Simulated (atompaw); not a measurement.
# aluminium: one change to a PAW (atompaw) potential, before and after

* Element: Al
* Generator: atompaw 4.2.0.5
* Type: PAW
* Functional: PBE
* Relativity: scalar-relativistic
* Frozen core: [Ne]
* Valence charge: 3
* Reference configuration: 3s2 3p1
* Partial waves: 3s (bound): rc 1.70 bohr; 3s channel at 3.35 Ry: rc 1.55 bohr; 3p (bound): rc 1.70 bohr; 3p channel at 0.85 Ry: rc 1.70 bohr
* Local potential: troulliermartins scheme with l = 2 at 0 Ry, radius 1.30 bohr
* Core correction: smooth core density matched at 1.10 bohr
* Augmentation charge: sinc compensation charge, radius 1.35 bohr; PAW radius 1.70 bohr; waves and projectors: custom rrkj vanderbiltortho

All-electron outer shells of the reference configuration (PBE, scalar-relativistic, ld1.x):

```csv
shell,level (eV),outermost node (bohr),outermost maximum (bohr)
2s,-108.17,0.16,0.50
2p,-69.64,–,0.43
3s,-7.75,0.80,2.09
3p,-2.71,0.82,2.64
```

Change: wave 3p (bound): rc 1.70 bohr becomes 3p (bound): rc 1.38 bohr.

Cutoffs: the cutoffs (Ry, on a coarse ladder) from which the occupation-weighted sum of valence levels, in a spherical-Bessel basis at the reference potential, stays within 10 and 1 mRy of its value at 400 Ry; they do not see the model core or the augmentation charge, which bear on the density cutoff.

Task: What does the change do?

Result: The potential gets harder (10 Ry and 15 Ry → 10 Ry and 18 Ry); the bound ghost in p disappears; the range in which the p phases agree narrows (upper end at the end of the scan → 1.5).

```tsv
quantity	base	changed
cutoff, loose	10 Ry	10 Ry
cutoff, tight	15 Ry	18 Ry
bound ghosts	p	none
s: phases at 1.71 bohr within 0.05 rad from the reference energy up to (Ry; the scan ends near 5)	4.3	4.3
p: phases at 1.71 bohr within 0.05 rad from the reference energy up to (Ry; the scan ends near 5)	to the end of the scan	1.5
lowest overlap eigenvalue by channel	s 0.97, p 0.80	s 0.97, p 0.12
```

 A true bound ghost makes a file unfit for plane-wave use even where its test errors are small: the radial tests pick states by their node count and pass the ghost by. The cutoffs see the waves, projectors and local potential, not the compensation charge or the core.
